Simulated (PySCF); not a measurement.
## Structure from 2D NMR

Compound of formula C5H11FSi. Correlations simulated from computed shifts and the bond graph:

HSQC (one-bond C–H):
```
  δH    δC
2.07  24.7
1.68  24.7
1.64  38.7
1.10   9.0
```

COSY cross peaks (H two or three bonds apart, from the bond graph; peaks can be absent where the dihedral angle is near 90°):
```
  δH    δH
4.50  4.18
4.50  2.07
4.50  1.68
4.18  2.07
4.18  1.68
2.07  1.68
1.64  1.10
```

HMBC (two and three bonds, from the bond graph):
```
  δH                δC
4.50        97.7, 24.7
4.18        97.7, 24.7
2.07  97.7, 38.7, 24.7
1.68  97.7, 38.7, 24.7
1.64   97.7, 24.7, 9.0
1.10        97.7, 38.7
```

Carbons without hydrogens: δ 97.7.

PySCF 2.14 calculation with structure optimised with GFN2-xTB and shieldings: GIAO PBE0/pcSseg-1; single conformer, one averaged value for each set of equivalent atoms, no solvent model, relativity neglected.

Referencing at the same level of theory: ¹H, ¹³C against TMS.

Exchangeable hydrogens are left out of these lists.

Q: Work out the connectivity.

A: `C1(CC)(F)C[SiH2]C1`.

Numbering as in the mapped SMILES `[CH3:1][CH2:2][C:3]1([F:4])[CH2:5][SiH2:6][CH2:7]1` (H(Xn): hydrogen on atom n).

1. δC 97.7 is C3, a fully substituted sp3 carbon bonded to F.
2. δC 38.7 is C2, an sp3 CH2 (δH 1.64).
3. δC 24.7 is C5/C7, an sp3 CH2 bonded to Si (δH 1.68, 2.07).
4. δC 9.0 is C1, a methyl carbon (δH 1.10).
5. HMBC from δH 4.50 reaches the proton-free carbon C3.
6. HMBC from δH 4.18 reaches the proton-free carbon C3.
7. HMBC from δH 2.07 reaches the proton-free carbon C3.
8. HMBC from δH 1.68 reaches the proton-free carbon C3.
9. COSY links 4.50–4.18, 4.50–2.07, 4.50–1.68, 4.18–2.07, 4.18–1.68, 2.07–1.68.

This is the structure that produced the data.

Shifts are as computed. Against solution values, carbons near 30 ppm lie about +3 ppm off and those near 130 ppm about +5 ppm. Of 1309 compounds with measured shifts, 239 miss one by over three times the rms of a fit or turn the order of signals round; such compounds aren't used in these exercises.
